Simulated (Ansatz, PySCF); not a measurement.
Gas-phase reaction (SMILES): BO (H3BO) [borinic acid] + O (H2O) → OBO + [H][H] (H2); water cleaves one B-H bond, a model of a ligand-exchange step.

Geometries: B3LYP-D3(BJ)/def2-TZVP minima from Ansatz (a first-principles code), one conformer each, not searched for the lowest. Valence correlation only, unless marked. Spin-orbit coupling is left out. Non-relativistic. CBS(X,Y): correlation extrapolated as X^-3; Hartree-Fock from the larger set. Thermal terms are rigid-rotor harmonic-oscillator values from B3LYP-D3(BJ) frequencies (Ansatz or PySCF) at 298.15 K and 1 atm. 1 Eh = 627.5095 kcal/mol.

```csv
species,"E, CCSD(T)/CBS(cc-pVTZ,cc-pVQZ) (Ansatz) (Eh)","E, wB97M-V/def2-TZVPD (Ansatz) (Eh)",H - E (Eh),G - E (Eh)
BO (H3BO),-101.79827,-101.90521,0.03929,0.01314
O (H2O),-76.37426,-76.43347,0.02495,0.00353
OBO,-177.04392,-177.22366,0.04694,0.01791
[H][H] (H2),-1.17450,-1.16077,0.01336,-0.00144
```

Task: Work out ΔE and ΔH, ΔG, ΔS and the equilibrium constant at 298.15 K at the first level, then ΔH at the second.

Result: 
1. ΔE = [(-177.04392) + (-1.17450)] - [(-101.79827) + (-76.37426)] = -0.04589 Eh = -28.8 kcal/mol at CCSD(T)/CBS(cc-pVTZ,cc-pVQZ).
2. The terms H - E add up to -0.00394 Eh, so ΔH = (-0.04589 + (-0.00394))×627.5095 = -31.3 kcal/mol.
3. The terms G - E add up to -0.00020 Eh, so ΔG = -28.9 kcal/mol, and ΔS = (-0.00394 - (-0.00020))×627509.5/298.15 = -7.9 cal/(mol K).
4. log10 K = -ΔG/(RT ln 10) = 21.2, with RT ln 10 = 1.3642 kcal/mol.
5. At wB97M-V/def2-TZVPD the same steps give ΔE = -28.7 and ΔH = -31.2 kcal/mol, a shift of +0.1 from the first level.
6. These values are not checked against measurement here, since the tables used lack a sound gas-phase enthalpy of formation for at least one species.
